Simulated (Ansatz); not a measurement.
Consider the cleavage of the Si–P bond: `P[SiH2][SeH]` + H₂Se → `[SeH][SiH2][SeH]` + PH₃.

Isolated molecules relaxed with PBE0-D4/def2-TZVP in Ansatz; ΔE leaves out vibrations. CBS: MP2 limit from def2 TZ/QZ plus the TZ coupled-cluster correction, frozen cores. This one scheme is used for every species. DFT in def2-TZVPP. For Se outer-core shells are correlated without core-valence functions, which leaves a few kJ/mol of doubt a bond. Scalar relativity is left out up to krypton. One conformer a species, not always the lowest.

`P[SiH2][SeH]`:

Cartesian coordinates in Å:
```
P 0.614 -1.503 1.077
Si -0.335 0.416 0.395
Se 0.034 0.708 -1.839
H 0.086 -2.253 -0.009
H 1.841 -1.234 0.414
H 0.251 1.535 1.175
H -1.791 0.350 0.682
H -0.699 1.982 -1.895
```

H₂Se:

Z-matrix (Å, degrees):
```
Se
H 1 1.467
H 1 1.467 2 91.2
```

`[SeH][SiH2][SeH]`:

Z-matrix (Å, degrees):
```
Si
Se 1 2.274
Se 1 2.274 2 114.3
H 1 1.483 2 112.6 3 117.8
H 1 1.483 2 103.5 3 -122.8
H 2 1.469 1 92.9 3 -55.4
H 3 1.469 1 92.9 2 -55.5
```

PH₃:

Cartesian coordinates in Å:
```
P 0.109 0.129 0.556
H 0.691 -0.982 -0.110
H 0.393 1.017 -0.515
H -1.193 -0.164 0.070
```

| level | ΔE (eV) |
| --- | --- |
| PBE0-D4 | -0.41 |
| CAM-B3LYP | -0.45 |

**Question.** What does CCSD(T)/CBS give? (Estimate.)

**Answer.** Computed: -0.46 eV. The listed levels differ from it by 0.05, 0.01 eV.

Largest T1 diagnostic among the species: 0.013.

From BLYP to BHLYP (50 % exact exchange), in def2-TZVPP and without D4, ΔE moves by −0.03 eV. Leaving LDA and LC-ωPBE aside and taking each functional with its dispersion term where it has one, the values, not all of them listed here, spread over 0.09 eV, from BHLYP-D4 to B97M-V.
